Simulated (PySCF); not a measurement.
Point groups of optimised structures. Computed with PBE0/pcSseg-1 in PySCF (dipole) on a GFN2-xTB geometry, gas phase. The symmetry is that of the one conformer found, every atom within 0.08 Å of its image; none is proved a minimum here.

(1) `[N:1]#[C:2][C:3]1=[C:4]([CH2:5][Cl:6])[C@H:7]1[SiH2:8][Cl:9]` with C3–C4–C5–Cl6 2°, C4–C7–Si8–Cl9 -17°: symmetry, top, dipole?

(2) Point group, rotor type and polarity of `[CH3:1][CH2:2][O:3][CH2:4][c:5]1[cH:6][cH:7][cH:8][s:9]1` with C1–C2–O3–C4 180°, C2–O3–C4–C5 180°, O3–C4–C5–C6 0°?

(3) Point group, rotor type and polarity of `[CH3:1][CH2:2][O:3][CH2:4][Si@H:5]([PH2:6])[CH2:7][CH3:8]` with C1–C2–O3–C4 70°, C2–O3–C4–Si5 173°, O3–C4–Si5–P6 -6°, C4–Si5–P6–H -73° and -165°, C4–Si5–C7–C8 -68°?

(4) `[N:1]#[C:2][c:3]1[cH:4][cH:5][cH:6][cH:7][n:8]1`: symmetry, top, dipole?

Answers

(1) C1; asymmetric top; symmetry number 1; this conformer is chiral (no improper operation); dipole 4.74 D; A, B, C = 1072, 675.8, 470.3 MHz.

(2) Cs; near-prolate asymmetric top; symmetry number 1; 2 operations, which sort the 19 atoms into 16 sets; dipole 1.21 D, in the ab plane, which is the mirror; heavy atoms equivalent by symmetry: none.

(3) C1; asymmetric top; symmetry number 1; this conformer is chiral (no improper operation); dipole 2.50 D; A, B, C = 1778, 775.7, 582.4 MHz.

(4) Cs; asymmetric top; symmetry number 1; 2 operations, which sort the 12 atoms into 12 sets; dipole 5.75 D, in the ab plane, which is the mirror; A, B, C = 5924, 1623, 1274 MHz; heavy atoms equivalent by symmetry: none.
